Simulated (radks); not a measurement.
The numbers below are computed, except where a source is named.
The ruthenium ion Ru+, configuration [Ar] 3d10 4s1.5 4p6 4d7 5p0.5 (fractional occupations, a model configuration). Code: a radial shooting solver on a logarithmic mesh with Libxc functionals. Model: Dirac Kohn-Sham, XLYP, spin-unpolarised, spherical densities, finite nucleus; open shells fill j = l - 1/2 first; Fermi nuclear charge, rms radius 4.4809 fm.

Spin-orbit splittings of the eigenvalues, e(l+1/2) - e(l-1/2), with zeta = 2 splitting/(2l+1) and mean radii in bohr:

| shell | occ. | splitting (eV) | zeta (eV) | <r> j=l-1/2 | <r> j=l+1/2 |
|---|---|---|---|---|---|
| 2p | 6 | 131.0 | 87.36 | 0.1236 | 0.1284 |
| 3p | 6 | 22.23 | 14.82 | 0.3957 | 0.4063 |
| 3d | 10 | 4.332 | 1.733 | 0.3821 | 0.3855 |
| 4p | 6 | ? | ? | 1.099 | 1.130 |
| 4d | 7 | 0.3596 | 0.1439 | 1.568 | 1.588 |
| 5p | 0.5 | 0.2351 | 0.1567 | 3.750 | 3.851 |

Estimate the 4p splitting.

Answer. 3.453 eV (zeta = 2.302 eV).
